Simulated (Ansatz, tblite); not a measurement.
Isomers of SnTe$_{2}$ (singlet), found by a short tight-binding search and relaxed with PBE-D4/def2-SVP in Ansatz.

In the def2 sets Sn, Te take a core potential; there is no spin–orbit coupling. The xTB rows come from tblite. Correlated methods freeze 12 core orbitals; core or outer-core shells of Sn, Te are correlated, in sets that lack core-valence functions.

Other spin states were run for one of them alone.

A:

```xyz
3

Sn    1.0551   -0.9681   -0.6952
Te   -0.5867    1.2735   -0.8415
Te   -0.4684   -0.3054    1.5367
```

B:

```xyz
3

Sn    0.005    0.001    0.000
Te    0.382   -1.778   -1.783
Te   -0.387    1.777    1.783
```

**Question.** Estimate which lies lowest at each level, and how far above it the others are (eV).

**Answer.** 
| level | A | B |
| --- | --- | --- |
| GFN1-xTB | 0.00 | 1.19 |
| GFN2-xTB | 0.00 | 0.93 |
| HF/def2-TZVPP | 0.00 | 0.44 |
| PBE-D4/def2-TZVP | 0.00 | 0.61 |
| BLYP-D4/def2-TZVP | 0.00 | 0.58 |
| r2SCAN-D4/def2-TZVP | 0.00 | 0.51 |
| PBE0-D4/def2-TZVP | 0.00 | 0.61 |
| r2SCAN0-D4/def2-TZVP | 0.00 | 0.54 |
| MP2/def2-TZVPP | 0.00 | 0.49 |
| CCSD/def2-TZVPP | 0.00 | 0.52 |
| CCSD(T)/def2-TZVPP | 0.00 | 0.48 |
Point groups (tolerance 0.1 Å): A C2v, B D∞h. Lower isomers may exist.
